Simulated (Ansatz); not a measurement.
Cartesian coordinates in Å:
```
C 1.154 -0.153 -1.542
C -0.259 -0.284 -1.041
Ga -1.799 0.239 -2.178
O -0.629 0.821 -0.166
Si 0.024 1.120 1.326
Ge 0.371 -0.912 2.528
H 1.299 0.782 -2.088
H 1.383 -0.979 -2.221
H 1.886 -0.188 -0.726
H -0.394 -1.223 -0.492
H -1.557 1.359 -3.251
H -3.227 -0.308 -1.834
H 1.322 1.844 1.216
H -0.945 1.997 2.028
H -0.915 -1.753 2.601
H 0.817 -0.587 3.964
H 1.469 -1.774 1.878
```

Charge 0, multiplicity 1.

**Question.** List the B3LYP/def2-TZVPP orbital energies in eV (Ansatz). (Estimate.)

**Answer.** Computed: Occupied: -10850.07, -10137.46, -1799.63, -1354.49, -1249.24, -1205.38, -1205.38, -1205.38, -1106.50, -1106.38, -1106.37, -520.99, -278.12, -276.82, -169.00, -149.27, -144.09, -119.24, -119.24, -119.23, -102.75, -102.42, -102.42, -99.44, -99.40, -99.38, -32.81, -32.81, -32.77, -32.74, -32.74, -27.91, -22.55, -22.41, -22.38, -22.26, -22.24, -20.51, -17.18, -15.68, -14.27, -12.94, -12.72, -11.90, -11.12, -10.85, -10.36, -9.86, -9.45, -9.33, -8.58, -8.19, -7.71, -7.03. Lowest empty: -1.44, -0.29, 0.25, 0.37, 0.76, 1.01, 1.19, 1.47.

B3LYP here is the variant with VWN-RPA as its local correlation; programs differ in this.
